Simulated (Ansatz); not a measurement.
`[Br][Sb]([Br])[Br]` and `[Br][SbH][Br]` differ in one atom or group.

Ansatz, PBE0-D4/def2-TZVP geometries, multiplicity 1. 

Elements past krypton have def2 core potentials. Scalar relativity is left out up to krypton.

| property | `[Br][Sb]([Br])[Br]` |
| --- | --- |
| HOMO–LUMO gap (ωB97M-V/def2-TZVPP) / eV | 9.76 |
| ideal-gas entropy at 298 K and 1 bar (rigid rotor, harmonic PBE0-D4/def2-TZVP) / J/(mol·K) | 375 |
| size of the dipole moment (PBE/def2-TZVPP) / D | 2.07 |
| HOMO–LUMO gap (B3LYP/def2-TZVPP) / eV | 5.54 |
| LUMO energy (PBE/def2-TZVPP) / eV | -2.89 |
| LUMO energy (ωB97M-V/def2-TZVPP) / eV | -0.33 |

Problem. What does the change do to each property? (An estimate is asked.)

Solution. Computed: 
| property | `[Br][SbH][Br]` | shift |
| --- | --- | --- |
| HOMO–LUMO gap (ωB97M-V/def2-TZVPP) / eV | 9.48 | -0.28 |
| ideal-gas entropy at 298 K and 1 bar (rigid rotor, harmonic PBE0-D4/def2-TZVP) / J/(mol·K) | 338 | -37 |
| size of the dipole moment (PBE/def2-TZVPP) / D | 2.29 | 0.22 |
| HOMO–LUMO gap (B3LYP/def2-TZVPP) / eV | 5.19 | -0.35 |
| LUMO energy (PBE/def2-TZVPP) / eV | -2.86 | 0.03 |
| LUMO energy (ωB97M-V/def2-TZVPP) / eV | -0.31 | 0.02 |

Dipoles are sizes alone; their direction can turn.

B3LYP here is the variant with VWN-RPA as its local correlation; programs differ in this.

Spin–orbit coupling is left out; it splits and shifts lone-pair levels of the heavy atoms by tenths of an eV.
